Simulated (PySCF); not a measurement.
**Electronic absorption of C5H4O2S**

C5H4O2S.
Bonds: O1–C2 (double), C2–C3, C3–C4 (double), C4–S5, S5–C6, C6–O7, C6–C8 (double), C2–C8. Hydrogens: H9 on C3; H10 on C4; H11 on O7; H12 on C8.

The calculation used PySCF 2.14.0, density-fitted response routines, TDDFT CAM-B3LYP/def2-SVPD, vertical, gas phase, core orbitals frozen in the response. Geometry: PBE0-D3(BJ)/def2-SVP, one conformer, isolated molecule. Torsions of this conformer, `[O:1]=[c:2]1[cH:3][cH:4][s:5][c:6]([OH:7])[cH:8]1`: H–O7–C6–S5 180°.

Problem. List the vertical singlet excitations with oscillator strengths and describe the spectrum.

Solution. 

```
state  λ (nm)  E (eV)       f  symmetry  main configurations (H = HOMO, L = LUMO)
   S1   299.0    4.15  0.0000         –                               H-1→L (94%)
   S2   243.6    5.09   0.146        A′                    H→L (69%), H→L+1 (26%)
   S3   234.6    5.28   0.129        A′       H→L+1 (58%), H→L (22%), H-2→L (15%)
   S4   220.1    5.63  0.0002         –                             H-1→L+1 (96%)
   S5   211.8    5.85   0.117        A′                  H-2→L (79%), H→L+1 (14%)
   S6   210.6    5.89  0.0000         –     H→L+3 (56%), H→L+4 (19%), H→L+2 (10%)
```

The lowest singlet lies at 4.15 eV (299 nm, ultraviolet) and is dark (f under 0.0005); its leading configuration is HOMO-1→LUMO (94%). The most intense listed level is S2 at 5.09 eV (244 nm, f = 0.146), 0.94 eV above S1. Löwdin shares by element: HOMO sulfur 27%, carbon 26% or more, oxygen 21% or more (atoms not listed hold the other 26%); LUMO carbon 39% or more, oxygen 18% or more, sulfur 14% (atoms not listed hold the other 29%). Of the 6 states listed, 3 reach f = 0.01 and 3 stay under 0.0005. The oscillator strengths of these states sum to 0.393; summed over the whole spectrum of an exact calculation they would give the number of electrons, 66 (Thomas–Reiche–Kuhn). Weighted by f, the mean energy of these states is 5.38 eV. Symmetry labels in Cs follow from the direction of the transition dipole and are given only for states with f of 0.002 or more. Singlets were solved by full linear response.

Hardware: one thread, Arm Neoverse V2, on a shared host. Cost: 34 s of wall time.
